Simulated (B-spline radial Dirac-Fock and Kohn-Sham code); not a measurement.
# X-ray lines that fill the M3 vacancy in Ho⁺

System: holmium as Ho⁺ in the configuration [Xe] 4f11 6s1.

The run's input, task.json:

```json
{"items": [{
  "Z": 67,
  "q": 1,
  "cfg": [[1, 0, 2], [2, 0, 2], [2, 1, 6], [3, 0, 2], [3, 1, 6], [3, 2, 10], [4, 0, 2], [4, 1, 6], [4, 2, 10], [4, 3, 11], [5, 0, 2], [5, 1, 6], [6, 0, 1]],
  "A": 165,
  "rrms": 5.2022,
  "do": ["binding", "quiet", "decay"],
  "holes": ["K", "L1", "L2", "L3", "M1", "M2", "M3", "M4", "M5", "N1", "N2", "N3", "N4", "N5"]
}]}
```

Run with: `python xray_run.py task.json out`

Calculated with a radial atomic solver, using independent-particle rates on relativistic LDA orbitals of the hole state (multipoles up to L = 3, Coulomb Auger matrix elements, transition energies from Dirac-Fock).

```
      line  multipole  energy (eV)  width (meV)  share (%)
     M3-M4         E1        354.9       0.0859      0.493
     M3-M5         E1        393.2         1.08       6.22
     M3-N1         E1       1306.8         2.88       16.5
     M3-N2         E2       1390.9      0.00528     0.0303
     M3-N3         E2       1430.9      0.00456     0.0262
     M3-N4         E1       1569.9         1.42       8.13
Mγ (M3-N5)         E1       1577.1         11.4       65.3
     M3-O1         E1            –        0.490       2.81
     M3-N6         E2       1740.8      0.00759     0.0435
     M3-N7         E2       1741.9       0.0445      0.255
     M3-P1         E1       1743.3       0.0349      0.200
```

The listed lines hold 100.0 % of the radiative rate. A dash stands for an energy that rests on an unreliable hole state. The radiative width is 0.0174 eV in the length form and 0.0171 eV in the velocity form; the two differ because the transition energies are not eigenvalue differences of the potential that gave the orbitals.
